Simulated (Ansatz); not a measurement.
## Ansatz timings: BHIClF2 (SMILES FB(F)Cl.I)

The species is BHIClF2 (6 atoms), meant as a singlet with charge 0. SMILES: `FB(F)Cl.I`. Geometry: relaxed at GFN2-xTB.

```xyz
6

F     1.0912   -1.5292    0.6614
B     1.0218   -0.2466    0.9217
F     0.1359    0.4207    0.2050
Cl    1.9896    0.5091    2.0822
I    -2.6735    0.2543   -2.4636
H    -1.5650    0.5918   -1.4067
```

Program: Ansatz 0.2.0. Hardware: 1 thread of Intel Xeon at 2.50GHz (Skylake/Cascade Lake), shared host, so times are rough. Ansatz fits the integrals of SCF and DFT runs by default. Its times include its search for lower SCF states.

Problem. Estimate their order by wall time, quickest first.
A. energy at CCSD(T)/def2-SVPD (core potential), 12 core orbitals frozen
B. energy at PBE-D3(BJ)/def2-SVPD (core potential)
C. energy at B2PLYP/def2-SVPD (core potential), 12 core orbitals frozen

Solution. B (6.3 s), C (19 s), A (2 min).
